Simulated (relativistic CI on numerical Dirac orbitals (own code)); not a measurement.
Energy levels of Mn³⁺

Computed by Dirac-Coulomb-Breit CI, separate exchange-only KLI orbitals for each configuration, QED by a radiative potential, valence Slater integrals scaled by 0.85, P86 correlation energy added to each configuration (own radial code, finite nucleus).

Configurations in the expansion (outside the closed core [Ne]): 3s2 3p6 3d4, 3s2 3p6 3d3 4s, 3s2 3p6 3d3 4p, 3s2 3p6 3d3 4d, 3s2 3p5 3d5, 3s2 3p6 3d3 5s, 3s2 3p6 3d3 5p, 3s2 3p6 3d3 4f, 3s2 3p6 3d3 5d, 3s2 3p6 3d2 4s 4p, 3s2 3p6 3d3 6s, 3s2 3p6 3d3 6p, 3s2 3p6 3d3 5f, 3s2 3p6 3d3 5g, 3s2 3p6 3d3 6d, 3s 3p6 3d5, 3s2 3p6 3d2 4s2, 3s2 3p6 3d 4s2 4p, 3s2 3p6 3d 4s2 4d, 3s2 3p6 3d 4s2 5s, 3s2 3p6 3d 4s2 5p, 3s2 3p6 3d2 4p2, 3s2 3p6 3d 4s 4p2, 3s2 3p6 3d 4p3, 3s2 3p6 3d 4p2 4d, 3s2 3p6 3d 4p2 5s, 3s2 3p6 3d 4p2 5p, 3s2 3p6 3d2 4s 4d, 3s2 3p6 3d 4s 4p 4d, 3s2 3p6 3d 4s 4d2, 3s2 3p6 3d 4s 4d 5s, 3s2 3p6 3d 4s 4d 5p. Double excitations out of closed p, d and f shells are left out; levels of such configurations are missing from the list, as are those of other unlisted configurations, and high levels can miss mixing partners.

The lowest level is 3s2 3p6 3d4 5D_0, with 100 % of that term; Hund's rules for 3s2 3p6 3d4 give 5D with J = 0, in agreement.

```csv
No.,Configuration,Term,J,E (cm⁻¹),%,Next component (%),Lifetime (s),jj configuration (%)
1,3s2 3p6 3d4,5D,0,0.0,100,,,3d3/2^2 3d5/2^2 (67)
2,3s2 3p6 3d4,5D,1,90.7,100,,2.49e+04,3d3/2^3 3d5/2 (51)
3,3s2 3p6 3d4,5D,2,266.2,100,,3.27e+03,3d3/2^2 3d5/2^2 (66)
4,3s2 3p6 3d4,5D,3,516.7,100,,,3d3/2 3d5/2^3 (46)
5,3s2 3p6 3d4,5D,4,831.7,100,,,3d3/2 3d5/2^3 (45)
6,3s2 3p6 3d4,3H,4,20421.9,99,1 3G,,3d3/2^2 3d5/2^2 (41)
7,3s2 3p6 3d4,3H,5,20597.5,99,1 3G,,3d3/2^2 3d5/2^2 (72)
8,3s2 3p6 3d4,3H,6,20786.3,100,,,3d3/2 3d5/2^3 (56)
9,3s2 3p6 3d4,3P,0,21187.5,99,1 1S,1.76e+00,3d3/2^4 (60)
10,3s2 3p6 3d4,3P,1,21769.9,100,,2.06e+00,3d3/2^3 3d5/2 (45)
11,3s2 3p6 3d4,3F,2,22707.1,99,1 3P,7.65e+00,3d3/2^2 3d5/2^2 (52)
12,3s2 3p6 3d4,3P,2,22754.9,98,1 3F,3.14e+00,3d3/2 3d5/2^3 (42)
13,3s2 3p6 3d4,3F,3,22757.0,96,4 3G,3.55e+00,3d3/2^2 3d5/2^2 (50)
14,3s2 3p6 3d4,3F,4,22838.8,95,4 3G,2.58e+00,3d3/2^3 3d5/2 (33)
15,3s2 3p6 3d4,3G,3,24820.1,96,4 3F,2.06e+01,3d3/2^2 3d5/2^2 (44)
16,3s2 3p6 3d4,3G,4,25033.2,95,4 3F,2.61e+01,3d3/2^2 3d5/2^2 (55)
17,3s2 3p6 3d4,3G,5,25210.7,99,1 3H,1.98e+01,3d3/2 3d5/2^3 (72)
18,3s2 3p6 3d4,1I,6,30653.3,100,,9.59e+00,3d3/2^2 3d5/2^2 (56)
19,3s2 3p6 3d4,1G,4,30774.3,99,1 3F,2.74e+00,3d3/2^2 3d5/2^2 (36)
20,3s2 3p6 3d4,3D,3,31088.4,99,,3.90e+00,3d3/2 3d5/2^3 (51)
21,3s2 3p6 3d4,3D,2,31176.2,99,,4.73e+00,3d3/2^2 3d5/2^2 (35)
22,3s2 3p6 3d4,3D,1,31277.8,100,,3.79e+00,3d3/2 3d5/2^3 (52)
23,3s2 3p6 3d4,1S,0,34253.4,99,1 3P,1.68e+00,3d3/2 3d5/2^3 (47)
24,3s2 3p6 3d4,1D,2,39509.7,99,,2.07e+00,3d3/2^2 3d5/2^2 (33)
25,3s2 3p6 3d4,1F,3,44592.7,99,,4.39e+00,3d3/2 3d5/2^3 (58)
26,3s2 3p6 3d4,3F,4,53129.9,99,,2.01e-01,3d3/2^2 3d5/2^2 (71)
27,3s2 3p6 3d4,3F,2,53160.8,99,1 3P,1.92e-01,3d3/2^2 3d5/2^2 (58)
28,3s2 3p6 3d4,3F,3,53188.4,99,,1.99e-01,3d3/2 3d5/2^3 (70)
29,3s2 3p6 3d4,3P,2,53204.9,99,1 3F,,3d3/2^2 3d5/2^2 (60)
30,3s2 3p6 3d4,3P,1,53903.5,100,,,3d3/2 3d5/2^3 (83)
```

Energies count from the lowest computed level; lifetimes are radiative, by E1, M1, E2 decay to levels of this space only; some are left blank where a channel outside the calculation adds to the decay or the decay crosses a small, uncertain gap. Filled j subshells are mostly left out of the jj labels.

The mean weight of the leading LS term, summed over parents, in these 30 levels is 99 %, and that of the leading jj configuration (from the same eigenvectors) 54 %, so LS coupling describes them better.

For a near-neutral ion this model can misplace configurations by up to about 10,000 cm⁻¹ (more where the count of f electrons changes) and terms by 10 to 25 % of their spread. Rates follow the energies as ν³ (E1, M1) or ν⁵ (E2), so they and the lifetimes can be off by large factors. The fine structure of a lone outer electron comes out too small, for d and f at times inverted, and misplaced configurations move strength between like terms. 64 of the 66 excited levels that our extract of the measured tables holds in this range could be paired (the sources list more); they are missed by 1241 cm⁻¹ on average and 2341 at most, and levels without a partner can miss by more.

Landé's interval rule says that E(J) − E(J−1) = AJ with one A. For the ground term the intervals give A = 90.7, 87.7, 83.5, 78.7 cm⁻¹ for J = 1, 2, 3, 4; the multiplet is regular.
